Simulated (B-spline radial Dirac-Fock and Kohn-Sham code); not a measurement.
System: Hf⁺ in the configuration [Xe] 4f14 5d1 6s2. Method: independent-particle photoionisation in a Dirac-Hartree-Slater potential with a Latter tail, all multipoles, thresholds from Dirac-Fock ΔSCF. Computed with a radial finite-basis atomic code.

**Question.** Which of the sources Mg Kα (1253.6 eV), Ag Lα (2984.4 eV), Cu Kα (8047.8 eV), Ag Kα (22162.9 eV) can ionise the 3p1/2 level, and how does the cross section change among them?

**Answer.** The computed threshold is 2385.8 eV, above Mg Kα; the others can ionise it. Cross sections: Ag Lα 38.3 kb, Cu Kα 6.40 kb, Ag Kα 0.550 kb. From the first to the last it falls by a factor of 70.
